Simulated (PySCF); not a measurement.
# Diatomics of F with the chalcogens

PBE0 with triple-zeta basis sets in PySCF, for the lowest determinant that a PBE0 search found; no spin–orbit coupling. De refers to high-spin ground-configuration atoms. A positive dipole means M(−)F(+).

```tsv
M	basis	state (unpaired electrons)	Re (Å)	ωe (cm⁻¹)	De (eV)	μ (D)
O	x2c-TZVPPall	doublet (π ↑)	1.331	1168	2.35	0.05
S	x2c-TZVPPall	doublet (π ↑)	1.596	861	3.64	-0.82
Se	def2-TZVPP	doublet (π ↑)	1.738	708	3.42	-1.43
Te	def2-TZVPP	doublet (π ↑)	1.904	633	3.49	-2.09
```

The shortest bond is that of OF (1.331 Å), the longest that of TeF (1.904 Å).

The rows differ in basis set, which adds steps of its own.

Relativity is treated differently too: O spin-free X2C; S spin-free X2C; Se no relativity; Te scalar-relativistic core potentials.

Down a group bonds as a rule get longer and wavenumbers fall, partly through the reduced mass; this series shows no clear exception.

These are scalar-relativistic numbers at best; spin–orbit coupling would shift them, the dissociation energy most. States were picked by a PBE0 search and need not be the measured ground states.
